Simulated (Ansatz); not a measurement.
C2H3 (SMILES [CH-]=C), charge -1, singlet, geometry from GFN2-xTB (a gas-phase anion, which may not be bound at this level); CCSD/aug-cc-pVDZ run with Ansatz (a first-principles code).

Here is a job for Ansatz.
Ansatz 0.2 input:
```yaml
crystal:
  periodic: [false, false, false]
  atoms:
    - {symbol: C, position_ang: [0.00856514, 0.13575372, 0.76152728]}
    - {symbol: C, position_ang: [-0.00697222, 0.01624273, -0.56463432]}
    - {symbol: H, position_ang: [0.02007549, -0.91762162, 1.24606451]}
    - {symbol: H, position_ang: [-0.01955300, 0.91982196, -1.20226169]}
    - {symbol: H, position_ang: [-0.01007999, -0.91417901, -1.22516056]}
basis:
  gaussian:
    orbitals: aug-cc-pVDZ
total_charge: -1
magnetization: {spin_polarized: false}
correlation: {method: ccsd}
scf: {lower_state_search: off}
```

Task: Predict the main parts of the log of this Ansatz run.

Result: 
```
Functional definition: HF
these checks for a lower state are left out or cut short: stability, starts, cluster_reference, orbital_swaps, neighbouring_geometries, increment
729 factors; integrals over basis functions are off by at most 9.0e-4 eV
mean field evaluation 1: about -2104.2648 eV, gradient 1.6e1 eV
mean field evaluation 2: about -2104.2650 eV, gradient 1.6e1 eV
mean field evaluation 4: about -2105.3209 eV, gradient 2.9e0 eV
mean field evaluation 8: about -2105.3629 eV, gradient 1.5e-3 eV
mean field -2105.36286608 eV, -77.3706582621 hartree, gradient 2.1e-6 eV, S^2 0.000000; 0 other end points of the search recorded, 0 dependent functions left out
2 core orbitals not correlated
reference -2105.36286608 eV, -77.3706582621 hartree; 6, 6 occupied and 65, 65 virtual orbitals, 729 factors
second order -8.09441464 eV of doubles, -0.00000000 eV of singles
cycle   1  -8.44583943 eV  change   -3.5e-1 eV  update   7.7e-2
cycle   2  -8.70421377 eV  change   -2.6e-1 eV  update   2.6e-2
cycle   3  -8.76909006 eV  change   -6.5e-2 eV  update   1.6e-2
cycle   4  -8.77052282 eV  change   -1.4e-3 eV  update   6.7e-3
cycle   5  -8.76840442 eV  change    2.1e-3 eV  update   4.6e-3
cycle   6  -8.76865494 eV  change   -2.5e-4 eV  update   2.3e-3
cycle   7  -8.76857978 eV  change    7.5e-5 eV  update   1.3e-3
cycle   8  -8.76852625 eV  change    5.4e-5 eV  update   6.8e-4
cycle   9  -8.76868128 eV  change   -1.6e-4 eV  update   3.0e-4
cycle  10  -8.76866350 eV  change    1.8e-5 eV  update   1.1e-4
cycle  11  -8.76864882 eV  change    1.5e-5 eV  update   5.1e-5
cycle  12  -8.76867685 eV  change   -2.8e-5 eV  update   2.3e-5
cycle  13  -8.76868565 eV  change   -8.8e-6 eV  update   1.1e-5
cycle  14  -8.76869481 eV  change   -9.2e-6 eV  update   5.8e-6
Total energy: -2114.13156089 eV, -77.6929018528 hartree
Checks for a lower state left out: stability, starts, cluster_reference, orbital_swaps, neighbouring_geometries, increment
```
